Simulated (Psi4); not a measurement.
Psi4 input (wB97X-D/6-31G*):

```
memory 1500 MB

molecule {
-1 1
C     1.10126503   -0.42590153    0.11882443
N     0.05902261    0.36914836    0.25462138
C    -1.13701915    0.20228262   -0.27306636
H     2.03612484   -0.17060416    0.61036532
H     1.07185192   -1.35069917   -0.47726420
H    -1.39316111   -0.65888258   -0.90885189
H    -1.91344924    0.93786092   -0.08114727
symmetry c1
no_reorient
no_com
}

set {
  basis 6-31G*
  reference rks
  scf_type pk
  dft_radial_points 99
  dft_spherical_points 590
  e_convergence 1e-8
  d_convergence 1e-7
  maxiter 150
}

e = energy('wb97x-d')
print_out(f'\nFINAL {e:.10f} DIPOLE {variable("CURRENT DIPOLE")[0]:.6f} {variable("CURRENT DIPOLE")[1]:.6f} {variable("CURRENT DIPOLE")[2]:.6f}\n')
```

From the last part of the output:

```
      31A      1.278258    32A      1.287135    33A      1.320339
      34A      1.610479    35A      1.670466    36A      1.746274
      37A      1.832720    38A      2.038393    39A      2.108724
      40A      2.116096    41A      2.314817    42A      2.375713
      43A      2.467274    44A      2.600168    45A      2.634630
      46A      2.717366    47A      2.839981    48A      2.912155
      49A      3.235731    50A      3.343965    51A      4.245249
      52A      4.490163    53A      4.571674

    Final Occupation by Irrep:
              A
    DOCC [    12 ]
    NA   [    12 ]
    NB   [    12 ]

  @RKS Final Energy:  -133.23227974009905

   => Energetics <=

    Nuclear Repulsion Energy =             65.9061981360888325
    One-Electron Energy =                -315.3687030722444433
    Two-Electron Energy =                 129.4998514427153395
    DFT Exchange-Correlation Energy =     -13.2683836598132849
    Empirical Dispersion Energy =          -0.0012425868454796
    VV10 Nonlocal Energy =                  0.0000000000000000
    Total Energy =                       -133.2322797400990169

Computation Completed

Properties will be evaluated at   0.000000,   0.000000,   0.000000 [a0]

Properties computed using the SCF density matrix

 Multipole Moments:

 ------------------------------------------------------------------------------------
     Multipole            Electronic (a.u.)      Nuclear  (a.u.)        Total (a.u.)
 ------------------------------------------------------------------------------------

 L = 1.  Multiply by 2.5417464519 to convert [e a0] to [Debye]
 Dipole X            :         -0.0237174           -0.0000001           -0.0237175
 Dipole Y            :         -0.1483378            0.0000001           -0.1483376
 Dipole Z            :         -0.1023165            0.0000001           -0.1023164
 Magnitude           :                                                    0.1817559

 ------------------------------------------------------------------------------------

FINAL -133.2322797401 DIPOLE -0.023717 -0.148338 -0.102316

*** Psi4 exiting successfully. Buy a developer a beer!
```

The dipole moment of an ion depends on the origin.
